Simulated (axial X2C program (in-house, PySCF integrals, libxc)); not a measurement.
**Which functional? An output for RuO**

An SCF output computed with an in-house all-electron X2C program for linear molecules (integrals from PySCF) for RuO at 1.698 Å, two-component, state Ω = 4, Ru dyall-cv3z [12s12p8d5f3g], O dyall-av3z [7s6p3d2f] (cores contracted in-house), without its first line:

```
basis functions 204  fitting functions 954  grid points 5075
iter        total energy     max residual
   1      -4601.058128085     2.97e-01
   2      -4601.088419759     1.61e-02
   3      -4601.087824640     2.01e-02
   4      -4601.094365596     4.04e-03
   5      -4601.094947337     2.58e-03
   6      -4601.095162702     2.26e-03
   7      -4601.095340368     1.53e-03
   8      -4601.095547762     1.25e-03
   9      -4601.095866432     7.34e-04
  10      -4601.095998671     6.73e-04
  11      -4601.096078790     6.76e-04
  12      -4601.096171623     7.71e-04
  13      -4601.096146068     7.58e-04
  14      -4601.096086030     7.37e-04
  15      -4601.095831842     7.91e-04
  16      -4601.095863602     9.83e-04
  17      -4601.096539946     1.22e-03
  18      -4601.097467937     2.41e-03
  19      -4601.097208950     1.64e-03
  20      -4601.096428862     1.11e-03
  21      -4601.095563573     2.28e-03
  22      -4601.095335256     2.67e-03
  23      -4601.058128085     4.46e-01
  24      -4601.088379814     1.77e-02
  25      -4601.090569607     1.27e-01
  26      -4601.094667597     1.51e-02
  27      -4601.095032885     3.52e-03
  28      -4601.095383268     1.25e-02
  29      -4601.095618275     8.55e-03
  30      -4601.095882318     1.95e-03
  31      -4601.096041385     3.53e-03
  32      -4601.096187781     4.38e-03
  33      -4601.096485021     4.54e-03
  34      -4601.096927726     7.23e-03
  35      -4601.097153495     7.60e-03
  36      -4601.098041980     6.30e-03
  37      -4601.099005787     9.70e-03
  38      -4601.099501817     7.70e-03
  39      -4601.099621679     1.12e-03
  40      -4601.099669518     4.74e-04
  41      -4601.099679812     3.92e-04
  42      -4601.099681620     1.87e-04
  43      -4601.099682258     7.27e-05
  44      -4601.099682448     7.55e-05
  45      -4601.099682680     7.44e-05
  46      -4601.099682851     6.83e-05
  47      -4601.099683075     5.46e-05
  48      -4601.099683353     7.82e-05
  49      -4601.099683716     7.77e-05
  50      -4601.099684033     4.83e-05
  51      -4601.099684193     2.50e-05
  52      -4601.099684239     1.51e-05
  53      -4601.099684254     8.97e-06
  54      -4601.099684262     6.09e-06
  55      -4601.099684265     3.06e-06
  56      -4601.099684265     2.14e-06
converged
one-electron -6559.86239410  Coulomb 1991.97010217  exact exchange -140.66448667  xc functional 0.00000000  nuclear repulsion 109.69986940  atomic mean-field constant -2.24277506
```

Question: Which level of theory produced it?
A. PBE0
B. BP86
C. HF

Answer: C. The exact-exchange term against the functional term shows a share of 1 of exact exchange.
